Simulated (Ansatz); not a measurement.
Start from `C#[C][Hf]([Cl])([Cl])[Cl]` and change one atom or group to get `[F][Hf]([Cl])([Cl])[Cl]`.

Ansatz, PBE0-D4/def2-TZVP geometries, multiplicity 1. 

Elements past krypton have def2 core potentials.

```
                                        property  `C#[C][Hf]([Cl])([Cl])[Cl]`
             HOMO–LUMO gap (PBE/def2-TZVPP) / eV                         4.40
              LUMO energy (PBE0/def2-TZVPP) / eV                        -2.38
           HOMO energy (ωB97M-V/def2-TZVPP) / eV                       -10.98
size of the dipole moment (B3LYP/def2-TZVPP) / D                         1.57
           LUMO energy (ωB97M-V/def2-TZVPP) / eV                        -0.34
  size of the dipole moment (PBE/def2-TZVPP) / D                         1.52
```

Question: Give the same properties after the change, and the shifts. (Best estimate.)

Answer: Computed: 
| property | `[F][Hf]([Cl])([Cl])[Cl]` | shift |
| --- | --- | --- |
| HOMO–LUMO gap (PBE/def2-TZVPP) / eV | 5.61 | 1.21 |
| LUMO energy (PBE0/def2-TZVPP) / eV | -1.88 | 0.50 |
| HOMO energy (ωB97M-V/def2-TZVPP) / eV | -11.90 | -0.92 |
| size of the dipole moment (B3LYP/def2-TZVPP) / D | 0.12 | -1.45 |
| LUMO energy (ωB97M-V/def2-TZVPP) / eV | 0.26 | 0.60 |
| size of the dipole moment (PBE/def2-TZVPP) / D | 0.06 | -1.46 |

With PBE0 the HOMO falls by 0.93 eV and the LUMO rises by 0.50 eV, so the gap widens by about 1.43 eV. PBE moves the HOMO by -0.73 eV and ωB97M-V by -0.92 eV. The zero-point energy changes by -42.2 kJ/mol with -6 modes. Dipoles are sizes alone; their direction can turn.

B3LYP here is the variant with VWN-RPA as its local correlation; programs differ in this.
